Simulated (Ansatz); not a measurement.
**Question.** Name a neutral molecule of C, F, Si and H with HOMO energy (B3LYP/def2-TZVPP) between -8.60 and -8.30 eV and LUMO energy (B3LYP/def2-TZVPP) between 0.15 and 0.45 eV (Ansatz, PBE0-D4/def2-TZVP geometry).

**Answer.** `FC[SiH2]CF` (-8.36 eV, 0.26 eV); `FC[SiH3]` (-8.51 eV, 0.25 eV); `FCCC[SiH3]` (-8.43 eV, 0.40 eV). Other molecules can fit too; these were computed, each in one conformer that needn't be the lowest.

B3LYP here is the variant with VWN-RPA as its local correlation; programs differ in this.
